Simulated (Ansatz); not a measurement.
Program: Ansatz. Geometries: PBE0-D4/def2-TZVP. ΔE: electronic, gas phase. CCSD(T)/CBS is the MP2 limit (def2-TZVPP, def2-QZVPP) plus CCSD(T) − MP2 in def2-TZVPP, frozen cores. This one scheme is used for every species. Functionals use def2-TZVPP. One conformer a species, not always the lowest.

Reaction (ligand exchange at a B–Cl bond): `OCNBCl` + H–F → `OCNBF` + HCl

Task: Is it downhill or uphill in electronic energy at CCSD(T)/CBS, and by how much? (An estimate is asked.)

Result: Ansatz gave: Downhill: ΔE = -41.3 kJ/mol.

Task: What do these levels give: r2SCAN-D4, HF/def2-TZVPP, HF/def2-QZVPP, MP2/def2-QZVPP, SCS-MP2/def2-QZVPP, HF/CBS(def2)? (Best estimate.)

Result: The calculation gave: r2SCAN-D4 -48.0, HF/def2-TZVPP -65.6, HF/def2-QZVPP -66.1, MP2/def2-QZVPP -36.5, SCS-MP2/def2-QZVPP -43.3, HF/CBS(def2) -66.1 kJ/mol.

Largest T1 diagnostic among the species: 0.012.

The D4 term adds +6.7 kJ/mol with B3LYP and +3.6 kJ/mol with PBE0; it sums over pairs of atoms, weighted by their polarisabilities, and B3LYP, whose exchange is more repulsive, gets the larger term. In def2-TZVPP, CCSD(T) changes the Hartree–Fock value by +20.0 kJ/mol (the triples alone add +3.8 kJ/mol) and MP2 by +26.9 kJ/mol.

B3LYP here is the variant with VWN-RPA as its local correlation; programs differ in this.
